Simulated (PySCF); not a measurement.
WO2F2, SMILES [O]=[W](=[O])([F])[F], multiplicity 1.

The structure is a stationary point at B3LYP-D3(BJ)/def2-SVP. The spin state was assumed, not searched. The isomer is the one that the SMILES or the coordinates give; other isomers of the formula were not compared. The def2 effective core potentials stand for the cores of W; spin–orbit coupling is left out.

Method: TDDFT-PBE/def2-SVPD run with PySCF.

Vertical excitations. Isolated molecule, no solvent. State labels are in the subgroup C2v.

### Question
Estimate the UV-visible absorptions. (An estimate is asked for; the answer gives what the named calculation found.)

### Answer

```csv
state,symmetry,energy (eV),λ (nm),f,main pairs
S1,B2,4.90,253,0.007,HOMO→LUMO 95 %
S2,B1,5.13,242,0.001,HOMO→LUMO+1 98 %
S3,B1,5.81,213,0.005,HOMO−1→LUMO 98 %
S4,A2,6.03,206,0.000,HOMO→LUMO+2 98 %
S5,A2,6.20,200,0.000,HOMO−3→LUMO 89 %
S6,A1,6.23,199,0.003,HOMO−2→LUMO 87 %
S7,B2,6.36,195,0.000,"HOMO−1→LUMO+1 50 %, HOMO→LUMO+3 46 %"
S8,A2,6.44,192,0.000,HOMO−2→LUMO+1 90 %
S9,B2,6.61,188,0.013,"HOMO→LUMO+3 41 %, HOMO−1→LUMO+1 23 %, HOMO−4→LUMO 21 %, HOMO→LUMO+5 10 %"
S10,A1,6.81,182,0.006,"HOMO−3→LUMO+1 56 %, HOMO−1→LUMO+2 39 %"
T1,B2,4.40,281,0,HOMO→LUMO 98 %
T2,B1,4.77,260,0,HOMO→LUMO+1 97 %
T3,A1,5.51,225,0,HOMO−2→LUMO 88 %
T4,B1,5.54,224,0,HOMO−1→LUMO 97 %
```
Triplets are in the Tamm–Dancoff approximation, which puts them higher than full response would, so one can lie above its singlet here.
